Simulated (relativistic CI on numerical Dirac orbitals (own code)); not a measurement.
**What each ingredient does to the levels of Er60+**

Base calculation: Dirac-Coulomb-Breit CI, orbitals from a KLI potential per configuration, model QED, unscaled Slater integrals.

Configurations in the expansion (outside the closed core 1s2): 2s2 2p4, 2s 2p5, 2p6, 2p5 3s, 2p5 3p, 2p5 3d, 2s2 2p3 3s, 2s2 2p3 3p, 2s2 2p3 3d, 2s 2p4 3s, 2s 2p4 3p, 2s 2p4 3d, 2s2 2p3 4s, 2s2 2p3 4p, 2s2 2p3 4d, 2s2 2p3 4f. Levels of other configurations are missing.

The lowest level and the first level of each name with at least 55 % of one term (blank where a level has no safe partner in the second run):

| Level | Base (eV) | Shift (eV) |
| --- | --- | --- |
| 2s2 2p4 3P_2 | 0.00 | 0.00 |
| 2s2 2p4 1S_0 | 53.77 | -6.62 |
| 2s2 2p4 3P_1 | 949.06 | +8.38 |
| 2s2 2p4 1D_2 | 967.76 | +14.42 |
| 2s 2p5 3P°_2 | 1308.61 | -0.33 |
| 2s 2p5 1P°_1 | 1383.82 | -2.33 |
| 2s2 2p4 3P_0 | 1937.83 | +18.89 |
| 2s 2p5 3P°_0 | 2268.31 | +8.06 |
| 2s 2p5 3P°_1 | 2304.98 | +11.37 |
| 2p6 1S_0 | 2729.85 | -4.18 |
| 2s2 2p3 3p 3P_0 | 7688.88 | +6.74 |
| 2s2 2p3 3d 3P°_0 | 7761.24 | +6.58 |
| 2s2 2p3 3s 3S°_1 | 8204.26 | +21.56 |
| 2s2 2p3 3s 3D°_3 | 8217.52 | +29.65 |
| 2s2 2p3 3s 1D°_2 | 8225.33 | +28.66 |
| 2s2 2p3 3s 3P°_0 | 8263.30 | +18.59 |
| 2s2 2p3 3s 3P°_1 | 8266.66 | +19.56 |
| 2s2 2p3 3p 3D_1 | 8366.79 | +16.52 |
| 2s 2p4 3s 5P_3 | 8496.13 | +14.46 |
| 2s 2p4 3s 3P_2 | 8524.35 | +13.48 |
| 2s2 2p3 3p 3F_4 | 8594.56 | +30.63 |
| 2s 2p4 3s 1S_0 | 8631.51 | +4.57 |

At this charge energies of transitions that change n are usually good to better than 1 %, and those within a shell (Δn = 0) to a few per cent.

Question: One thing was changed in a second run, which moved the levels as shown. Which?
A. P86 correlation estimate
B. QED terms removed
C. configuration mixing switched off
D. Breit term removed

Answer: D. Breit term removed. The Breit term mainly narrows fine-structure intervals, so removing it widens them.

LS names give the leading component of a level, which can be under half, so a name can repeat, a term be missing and a line seem to break the LS rules.
